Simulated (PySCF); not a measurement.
## Telling isomers of C$_{2}$H$_{8}$O$_{3}$Si$_{3}$ apart by NMR

Method: shielding tensors at PBE0/pcSseg-1 (GIAO), GFN2-xTB structure, in PySCF 2.14.0 with density-fitted response routines (non-relativistic Hamiltonian, a single conformation, averaged over atoms made equivalent by symmetry, fast rotation or ring inversion, in vacuum).

Chemical shifts δ = σref − σ; TMS for ¹H (31.72 ppm) and ¹³C (186.93 ppm), all at this level. Where no couplings were computed, multiplicities follow the n + 1 count of equivalent neighbours, and m marks all less simple cases (inequivalent or close neighbours, rings, F or P nearby). Shifts are as computed. Against solution values, carbons near 30 ppm lie about +3 ppm off and those near 130 ppm about +5 ppm. Of 1211 compounds with measured shifts, 218 miss one by over three times the rms of a fit or turn the order of signals round; such compounds aren't used in these exercises. OH and NH positions are gas-phase values without hydrogen bonding to other molecules.

(1) Tabulate the signals of `[SiH3]OC1=CO[SiH2][SiH2]O1`, `C#C[Si@@H](O[SiH3])O[SiH2]O`, `C#C[Si@@](O)(O[SiH3])[SiH2]O`, `O[Si](O)(C#C[SiH3])O[SiH3]` and their relative energies.

(2) What is the quickest way to tell C#C[Si@@H](O[SiH3])O[SiH2]O from O[Si](O)(C#C[SiH3])O[SiH3]?

(3) What is the quickest way to tell C#C[Si@@H](O[SiH3])O[SiH2]O from C#C[Si@@](O)(O[SiH3])[SiH2]O?

(4) What is the quickest way to tell [SiH3]OC1=CO[SiH2][SiH2]O1 from C#C[Si@@H](O[SiH3])O[SiH2]O?

## Answers

(1) 
| SMILES | carbon types | δC | δH | E rel. (kcal/mol) |
| --- | --- | --- | --- | --- |
| [SiH3]OC1=CO[SiH2][SiH2]O1 | 1×C 1×CH | 149.7, 112.0 | 5.95 (s, 1H), 5.61 (m, 2H), 5.41 (m, 2H), 4.82 (s, 3H) | 61.5 |
| C#C[Si@@H](O[SiH3])O[SiH2]O | 1×C 1×CH | 96.7, 90.1 | 5.30 (m, 1H), 5.20 (m, 1H), 5.19 (s, 3H), 4.71 (d, 1H), 1.74 (d, 1H), 1.44 (br s, 1H) | 0.0 |
| C#C[Si@@](O)(O[SiH3])[SiH2]O | 1×C 1×CH | 97.7, 92.3 | 5.51 (d, 1H), 5.15 (d, 1H), 5.07 (s, 3H), 2.52 (br s, 1H), 1.87 (s, 1H), 0.20 (br s, 1H) | 30.3 |
| O[Si](O)(C#C[SiH3])O[SiH3] | 2×C | 118.2, 104.8 | 5.16 (s, 3H), 4.21 (s, 3H), 2.21 (br s, 2H) | 8.3 |

Energies are electronic energies at PBE0/pcSseg-1 on these geometries, without zero-point or thermal terms, each for the one conformer computed, which needn't be the lowest.

(2) Both give the same number of carbon signals, but DEPT or the intensities differ. The first has a terminal alkyne carbon (CH) at 96.7 ppm, the second an alkyne carbon (C) at 118.2 ppm.

(3) Both give the same number of carbon signals, with the same numbers of each carbon type, so the positions decide. The first has an alkyne carbon (C) at 90.1 ppm, the second an alkyne carbon (C) at 92.3 ppm. Their most deshielded carbons lie at 96.7 and 97.7 ppm.

(4) Both give the same number of carbon signals, with the same numbers of each carbon type, so the positions decide. The first has an alkene carbon bearing oxygen (C) at 149.7 ppm, the second an alkyne carbon (C) at 90.1 ppm. Their most deshielded carbons lie at 149.7 and 96.7 ppm. In the proton spectra the most deshielded non-exchanging signals are 5.95 (s, 1H) and 5.30 (m, 1H).
